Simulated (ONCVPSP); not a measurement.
**Dy (Z = 66): excitation energies, all-electron against ONCV**

```json
{
  "Element": "Dy (Z = 66)",
  "Generator": "ONCVPSP 4.0.1",
  "Type": "optimised norm-conserving Vanderbilt (ONCV)",
  "Functional": "LDA (Perdew-Wang 92)",
  "Relativity": "scalar-relativistic",
  "Frozen core": "[Kr] 4d10 4f9",
  "Valence charge": "11",
  "Reference configuration": "5s2 5p6 5d1 6s0.5 (charge +1.5)",
  "Partial waves": "5s+6s: rc 1.90 bohr, ncon 4, nbas 8, qcut 7.2 1/bohr, 2 projectors; 5p: rc 2.40 bohr, ncon 4, nbas 9, qcut 7.1 1/bohr, 2 projectors, debl 0.9 Ha; 5d: rc 3.30 bohr, ncon 5, nbas 9, qcut 5.8 1/bohr, 1 projector",
  "Local potential": "polynomial inside 1.65 bohr (lpopt 5, dvloc0 1 Ha)",
  "Core correction": "Teter function, fcfact 3.5, rcfact 1.55"
}
```

In the p channel the program set the typed energies aside and used -1.427, 0.250 Ha.

Energies are relative to the spin-unpolarised reference configuration 5s2 5p6 5d1 6s0.5; without spin polarisation the order of configurations can differ from experiment.

(1) Give the all-electron excitation energy and the error of the potential for: 5s2 5p6 5d1 6s2; 5s2 5p6 5d1 6s1; 5s2 5p6 5d1 6s0; 5s2 5p6 5d1.5 6s1.5.

## Answers

(1)

```tsv
valence configuration	charge	ΔE all-electron (eV)	error AE − PS (meV)
5s2 5p6 5d1 6s2	0	-12.671	+11
5s2 5p6 5d1 6s1	+1	-5.623	+2.9
5s2 5p6 5d1 6s0	+2	7.082	+1.1
5s2 5p6 5d1.5 6s1.5	0	-11.658	+3.2
```
